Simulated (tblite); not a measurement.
Record of a relaxation.

C6H9AlO2Si.
Numbering: `[AlH2:1]/[CH:2]=[C:3](\[O:4][SiH3:5])[c:6]1[cH:7][cH:8][cH:9][o:10]1` (hydrogens: H11, H12 on Al1; H13 on C2; H14, H15, H16 on Si5; H17 on C7; H18 on C8; H19 on C9)

Computed with GFN2-xTB (tblite), gas phase: L-BFGS steps from a force-field or distance-geometry start until the largest atomic force falls under 0.01 eV/Å. 8 of its 96 geometries are shown.

Step 0: E = -771.5011 eV, largest atomic force 2.896 eV/Å
```
atom  x, y, z in Å  |  force x, y, z in eV/Å
Al1    -2.942   -0.214   -0.796   -0.918  -1.513  -0.464
C2     -1.018   -0.511   -0.739   -0.950  -0.193  -0.191
C3     -0.152    0.298   -0.143    1.133   1.030   0.583
O4     -0.528    1.487    0.484   -1.370  -0.747   1.170
Si5    -1.928    1.590    1.483    1.214   0.083  -0.759
C6      1.270   -0.025   -0.158   -0.081  -1.076  -0.621
C7      1.868   -1.136   -0.733   -1.347  -1.085  -0.765
C8      3.228   -1.074   -0.520    0.579   0.743   0.495
C9      3.417    0.104    0.191    1.089  -1.666  -0.813
O10     2.247    0.673    0.378    0.349   2.470   1.472
H11    -3.575   -0.251   -2.290    0.116   0.493   0.630
H12    -3.825   -1.033    0.296    0.146   0.668  -0.311
H13    -0.633   -1.419   -1.196    0.079   0.230   0.011
H14    -3.063    2.159    0.697    0.148  -0.028  -0.198
H15    -2.378    0.266    1.920    0.156  -0.175  -0.040
H16    -1.720    2.390    2.712    0.355  -0.054  -0.553
H17     1.388   -1.951   -1.261    0.030   0.320   0.160
H18     3.939   -1.801   -0.851    0.171   0.099   0.071
H19     4.394    0.457    0.520   -0.898   0.400   0.122
```

Step 14: E = -772.3714 eV, largest atomic force 0.264 eV/Å
```
atom  x, y, z in Å  |  force x, y, z in eV/Å
Al1    -3.037   -0.447   -0.823    0.213  -0.006  -0.019
C2     -1.063   -0.533   -0.695   -0.082   0.070  -0.098
C3     -0.144    0.245   -0.075   -0.135   0.042   0.082
O4     -0.457    1.276    0.739   -0.147   0.022   0.043
Si5    -1.892    1.525    1.461    0.173   0.035  -0.017
C6      1.273   -0.047   -0.166   -0.112  -0.146  -0.134
C7      1.852   -1.151   -0.751    0.100  -0.011   0.013
C8      3.232   -1.040   -0.512    0.060   0.008   0.016
C9      3.396    0.118    0.192    0.057  -0.039  -0.010
O10     2.222    0.723    0.405   -0.060  -0.086  -0.025
H11    -3.683   -0.113   -2.203    0.023   0.043   0.083
H12    -4.034   -0.934    0.260   -0.024   0.039   0.007
H13    -0.563   -1.293   -1.299   -0.245  -0.059  -0.077
H14    -2.908    2.097    0.551    0.046  -0.089  -0.049
H15    -2.354    0.213    1.925   -0.123   0.029   0.120
H16    -1.455    2.463    2.482   -0.031   0.029   0.013
H17     1.348   -1.942   -1.270    0.138   0.011   0.028
H18     3.983   -1.739   -0.812    0.106   0.038  -0.006
H19     4.274    0.587    0.584    0.043   0.070   0.030
```

Step 27: E = -772.4786 eV, largest atomic force 0.177 eV/Å
```
atom  x, y, z in Å  |  force x, y, z in eV/Å
Al1    -3.100   -0.370   -0.779   -0.018  -0.008   0.008
C2     -1.134   -0.553   -0.744    0.019  -0.038  -0.025
C3     -0.163    0.107   -0.073    0.065  -0.078  -0.008
O4     -0.418    1.069    0.845    0.000  -0.045  -0.010
Si5    -1.839    1.491    1.477   -0.167   0.012   0.057
C6      1.264   -0.163   -0.199    0.053  -0.014   0.066
C7      1.946   -1.211   -0.773    0.028   0.009  -0.032
C8      3.313   -0.993   -0.502    0.005   0.030   0.003
C9      3.372    0.166    0.215   -0.082   0.027   0.015
O10     2.146    0.666    0.406   -0.037   0.042   0.002
H11    -3.729    0.028   -2.146   -0.002   0.045   0.056
H12    -4.134   -0.867    0.286    0.132   0.083  -0.046
H13    -0.738   -1.267   -1.473    0.062  -0.016   0.038
H14    -2.768    1.943    0.409   -0.028   0.008  -0.019
H15    -2.492    0.352    2.137    0.027   0.001   0.006
H16    -1.391    2.539    2.374    0.012   0.043  -0.019
H17     1.522   -2.033   -1.310   -0.002  -0.031  -0.025
H18     4.138   -1.610   -0.790   -0.013  -0.013  -0.030
H19     4.196    0.716    0.632   -0.053  -0.055  -0.038
```

Step 41: E = -772.5128 eV, largest atomic force 0.067 eV/Å
```
atom  x, y, z in Å  |  force x, y, z in eV/Å
Al1    -3.066   -0.319   -0.796    0.034   0.023  -0.003
C2     -1.118   -0.641   -0.790    0.004   0.000   0.038
C3     -0.182    0.003   -0.057   -0.014   0.015   0.035
O4     -0.469    0.944    0.876   -0.026   0.013  -0.004
Si5    -1.872    1.466    1.476    0.021   0.020  -0.033
C6      1.250   -0.233   -0.164   -0.030  -0.005  -0.012
C7      1.969   -1.232   -0.780   -0.012  -0.010  -0.007
C8      3.327   -0.957   -0.521   -0.005  -0.007  -0.017
C9      3.340    0.184    0.225    0.030   0.000  -0.004
O10     2.099    0.624    0.447    0.004  -0.021   0.001
H11    -3.748    0.203   -2.091    0.023   0.024   0.023
H12    -4.033   -0.754    0.336   -0.039  -0.033  -0.007
H13    -0.677   -1.339   -1.505   -0.020  -0.004   0.003
H14    -2.782    1.873    0.374   -0.046  -0.018  -0.045
H15    -2.545    0.421    2.248    0.017  -0.018   0.017
H16    -1.396    2.597    2.255    0.025  -0.012  -0.011
H17     1.577   -2.059   -1.334    0.004   0.006   0.006
H18     4.171   -1.534   -0.841    0.002   0.031   0.000
H19     4.144    0.762    0.634    0.027  -0.002   0.021
```

Step 54: E = -772.5253 eV, largest atomic force 0.130 eV/Å
```
atom  x, y, z in Å  |  force x, y, z in eV/Å
Al1    -3.051   -0.294   -0.771   -0.018  -0.005   0.019
C2     -1.119   -0.680   -0.751    0.030  -0.019   0.031
C3     -0.185   -0.013   -0.038    0.081  -0.003  -0.006
O4     -0.476    0.966    0.852   -0.032  -0.005  -0.021
Si5    -1.887    1.468    1.440   -0.120   0.012   0.049
C6      1.247   -0.248   -0.136    0.067  -0.001  -0.011
C7      1.967   -1.224   -0.785    0.042  -0.023  -0.055
C8      3.326   -0.940   -0.548    0.030  -0.002   0.033
C9      3.343    0.178    0.231   -0.017  -0.004   0.036
O10     2.100    0.598    0.486    0.002   0.014  -0.003
H11    -3.671    0.361   -2.031   -0.028   0.029  -0.024
H12    -4.053   -0.808    0.300   -0.015  -0.015  -0.013
H13    -0.682   -1.410   -1.437   -0.007  -0.010   0.013
H14    -2.857    1.797    0.349    0.081  -0.016   0.047
H15    -2.518    0.430    2.265    0.041   0.039  -0.033
H16    -1.405    2.631    2.163   -0.033   0.025  -0.003
H17     1.585   -2.046   -1.350   -0.059  -0.030  -0.049
H18     4.172   -1.491   -0.905   -0.001  -0.007   0.002
H19     4.155    0.736    0.656   -0.046   0.019  -0.014
```

Step 68: E = -772.5316 eV, largest atomic force 0.022 eV/Å
```
atom  x, y, z in Å  |  force x, y, z in eV/Å
Al1    -3.047   -0.291   -0.764   -0.007  -0.004   0.000
C2     -1.120   -0.710   -0.716    0.002  -0.004  -0.001
C3     -0.180   -0.018   -0.032   -0.011   0.004   0.000
O4     -0.476    0.984    0.834   -0.010   0.002  -0.001
Si5    -1.889    1.474    1.433    0.014   0.013   0.011
C6      1.251   -0.253   -0.138   -0.006   0.011  -0.004
C7      1.971   -1.218   -0.805   -0.004   0.013   0.004
C8      3.330   -0.939   -0.555   -0.002  -0.005  -0.004
C9      3.344    0.168    0.240   -0.001  -0.008   0.000
O10     2.101    0.585    0.498    0.004  -0.005  -0.002
H11    -3.643    0.447   -1.995   -0.002  -0.002  -0.003
H12    -4.075   -0.854    0.256    0.000   0.001   0.001
H13    -0.688   -1.464   -1.376    0.001  -0.006   0.003
H14    -2.865    1.768    0.346    0.002  -0.002  -0.002
H15    -2.484    0.437    2.279    0.001   0.000   0.002
H16    -1.446    2.670    2.128    0.008  -0.013  -0.010
H17     1.578   -2.023   -1.391    0.020   0.010   0.002
H18     4.177   -1.485   -0.917    0.002   0.001   0.000
H19     4.151    0.731    0.668   -0.011  -0.007   0.004
```

Step 81: E = -772.5322 eV, largest atomic force 0.023 eV/Å
```
atom  x, y, z in Å  |  force x, y, z in eV/Å
Al1    -3.050   -0.296   -0.764    0.013   0.006  -0.018
C2     -1.123   -0.720   -0.710    0.001   0.004  -0.003
C3     -0.183   -0.017   -0.038    0.008  -0.002   0.001
O4     -0.478    0.990    0.822    0.000  -0.001   0.000
Si5    -1.885    1.479    1.434   -0.008  -0.014  -0.009
C6      1.249   -0.248   -0.146    0.003  -0.003   0.003
C7      1.971   -1.209   -0.816    0.004   0.000   0.000
C8      3.329   -0.936   -0.555    0.003   0.001  -0.001
C9      3.341    0.165    0.249   -0.011  -0.003  -0.003
O10     2.097    0.583    0.501   -0.004   0.002   0.012
H11    -3.642    0.449   -1.995    0.004  -0.009   0.007
H12    -4.080   -0.858    0.251   -0.014  -0.003   0.016
H13    -0.689   -1.482   -1.361   -0.007  -0.003  -0.006
H14    -2.867    1.765    0.349    0.000   0.005   0.008
H15    -2.475    0.445    2.287    0.010   0.008  -0.006
H16    -1.429    2.673    2.121   -0.001   0.011   0.002
H17     1.585   -2.011   -1.411    0.002   0.008  -0.002
H18     4.176   -1.482   -0.916    0.007   0.003   0.001
H19     4.145    0.722    0.689   -0.012  -0.011  -0.006
```

Step 95: E = -772.5330 eV, largest atomic force 0.009 eV/Å
```
atom  x, y, z in Å  |  force x, y, z in eV/Å
Al1    -3.052   -0.305   -0.760    0.002   0.002  -0.001
C2     -1.128   -0.738   -0.712    0.001   0.004   0.000
C3     -0.188   -0.027   -0.048    0.000   0.005  -0.003
O4     -0.482    0.991    0.798    0.005  -0.003   0.006
Si5    -1.879    1.487    1.428    0.006   0.003   0.001
C6      1.245   -0.256   -0.149   -0.001   0.003   0.000
C7      1.977   -1.200   -0.835   -0.002   0.004  -0.005
C8      3.331   -0.927   -0.557    0.000   0.000  -0.001
C9      3.332    0.156    0.272   -0.002   0.000   0.003
O10     2.084    0.564    0.522   -0.002  -0.001   0.005
H11    -3.638    0.439   -1.993   -0.007  -0.004   0.003
H12    -4.085   -0.850    0.265    0.002   0.002   0.000
H13    -0.697   -1.508   -1.354    0.001   0.001   0.006
H14    -2.881    1.771    0.363   -0.001  -0.006  -0.005
H15    -2.450    0.463    2.303    0.000   0.002  -0.004
H16    -1.409    2.688    2.096   -0.005  -0.003  -0.004
H17     1.598   -1.985   -1.455   -0.003  -0.005   0.000
H18     4.184   -1.461   -0.921    0.004   0.000  -0.004
H19     4.129    0.707    0.730    0.002  -0.004   0.003
```

Problem. Summarise the path.

Solution. The energy falls by 23.80 kcal/mol from step 0 to step 95; nine tenths of that is first reached at step 20. It falls at every step. The largest force goes from 2.896 to 0.009 eV/Å. Among the bonds O4–Si5 changes most, from 1.723 to 1.611 Å; the atoms move by 0.394 Å rms after alignment.

The cost below is that of the whole relaxation. Time: 3.0 s. Hardware: an Intel Xeon at 2.50 GHz with one thread, no GPU, on a shared host.
